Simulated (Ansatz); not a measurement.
TaSi₆⁺, 7 atoms. Hardware: 4 threads of Arm Neoverse V2 on a shared host.

In the def2 sets Ta takes a core potential; there is no spin–orbit coupling. Correlated methods freeze 30 core orbitals; core or outer-core shells of Ta are correlated, in sets that lack core-valence functions.

(1) How many basis functions does each of these Ansatz runs have, and roughly what does it cost? PBE-D4/def2-TZVP, charge 1 singlet, energy and forces, from earlier orbitals; PBE-D4/def2-SVP, charge 1 singlet, relaxation, 10 steps; ωB97M-V/def2-TZVP, charge 1 singlet, energy, from earlier orbitals; PBE0-D4/def2-TZVP, charge 1 singlet, energy, from earlier orbitals; r2SCAN-D4/def2-TZVP, charge 1 singlet, energy, from earlier orbitals; MP2/def2-TZVP, charge 1 singlet, energy, from earlier orbitals; CCSD(T)/def2-SVP, charge 1 singlet, energy, from earlier orbitals; LC-ωPBE/def2-TZVP, charge 1 singlet, energy, from earlier orbitals; B2PLYP/def2-TZVP, charge 1 singlet, energy, from earlier orbitals; PBE-D4/def2-SVP, charge 1 singlet, energy, from earlier orbitals; PBE0-D4/def2-SVP, charge 1 singlet, energy, from earlier orbitals.

Results:

(1) Other jobs shared the machine, so times can vary by a factor of up to 3. A dash marks memory too small to be measured apart from the calling script's.

| run | functions | fitting or Cholesky vectors | wall time | peak host memory (GiB) |
| --- | --- | --- | --- | --- |
| PBE-D4/def2-SVP, charge 1 singlet, energy, from earlier orbitals | 140 | 1480 | 2.8 s | – |
| PBE0-D4/def2-SVP, charge 1 singlet, energy, from earlier orbitals | 140 | 1313 | 4 s | – |
| PBE-D4/def2-TZVP, charge 1 singlet, energy and forces, from earlier orbitals | 262 | 1849 | 6 s | – |
| MP2/def2-TZVP, charge 1 singlet, energy, from earlier orbitals | 262 | 1712 | 13 s | 0.94 |
| LC-ωPBE/def2-TZVP, charge 1 singlet, energy, from earlier orbitals | 262 | 1849 | 13 s | 0.87 |
| r2SCAN-D4/def2-TZVP, charge 1 singlet, energy, from earlier orbitals | 262 | 1849 | 14 s | 0.57 |
| PBE0-D4/def2-TZVP, charge 1 singlet, energy, from earlier orbitals | 262 | 2016 | 15 s | 1.2 |
| B2PLYP/def2-TZVP, charge 1 singlet, energy, from earlier orbitals | 262 | 1712 | 18 s | 0.96 |
| PBE-D4/def2-SVP, charge 1 singlet, relaxation, 10 steps | 140 | 1480 | 23 s | – |
| CCSD(T)/def2-SVP, charge 1 singlet, energy, from earlier orbitals | 140 | 1313 | 25 s | 0.8 |
| ωB97M-V/def2-TZVP, charge 1 singlet, energy, from earlier orbitals | 262 | 1858 | 30 s | 1.3 |
